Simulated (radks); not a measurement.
Values are calculated unless marked as measured or tabulated.
Task: Ionisation of neutral helium, [He], to He+, 1s1, under several functionals. Non-relativistic Kohn-Sham, spin-polarised, spherical densities, point nucleus; open shells are filled with parallel spins first; a radial shooting solver on a logarithmic mesh with Libxc functionals. Known Delta-SCF values: PW91 24.578 eV; OLYP 24.787 eV. What does exchange-only PBE give, and what is its highest occupied eigenvalue?

Result: 23.520 eV by Delta-SCF; the 1s eigenvalue is -15.050 eV. NIST: 24.587 eV (measured).
